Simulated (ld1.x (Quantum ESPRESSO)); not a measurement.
## Transferability test, PAW potential for Fe

ld1.x (Quantum ESPRESSO) 7.5 input, shortened:

```
&input
   title='Fe', zed=26., rel=0, dft='PBE', iswitch=3,
   config='[Ar] 3d6 4s0.5 4p0'
 /
 &inputp
   pseudotype=3, lpaw=.true., tm=.true., lloc=-1, rcloc=1.40,
   nlcc=.true., new_core_ps=.true.,
   which_augfun='BESSEL', rmatch_augfun=1.35
 /
6
4S  1  0   0.50   0.00  2.05  2.25  0.0
4S  1  0   0.00  -0.60  2.05  2.25  0.0
3P  2  1   6.00   0.00  1.20  1.30  0.0
4P  3  1   0.00   0.00  1.20  1.30  0.0
3D  3  2   6.00   0.00  1.65  2.00  0.0
3D  3  2   0.00  -0.60  1.65  2.00  0.0
 &test
   configts(1)='3p6 3d6 4s0.5 4p0'
 /
```

Energies are relative to the spin-unpolarised reference configuration 3p6 3d6 4s0.5 4p0; without spin polarisation the order of configurations can differ from experiment. Not all tests gave a result: test run stopped at test 7 of 7 (negative rho), 1 before it not solved. Left out of the table: 3p6 3d7 4s0 4p0 (solver errors, printed error -2009 eV).

Problem. Give the all-electron excitation energy and the error of the potential for: 3p6 3d6 4s2 4p0; 3p6 3d6 4s1 4p0; 3p6 3d6 4s0 4p0; 3p5 3d6 4s2 4p0; 3p6 3d5 4s2 4p1.

Solution.

```
valence configuration  charge  ΔE all-electron (eV)  error AE − PS (meV)
      3p6 3d6 4s2 4p0       0               -15.621                 +1.3
      3p6 3d6 4s1 4p0      +1                -7.021                 +0.4
      3p6 3d6 4s0 4p0      +2                 8.972                 +1.0
      3p5 3d6 4s2 4p0      +1                51.689                  -61
      3p6 3d5 4s2 4p1       0                -6.574                  -25
```

Note: ghost state, extra bound levels that the all-electron valence spectrum of the same l lacks: s at -31.0 eV. A true bound ghost makes a file unfit for plane-wave use.
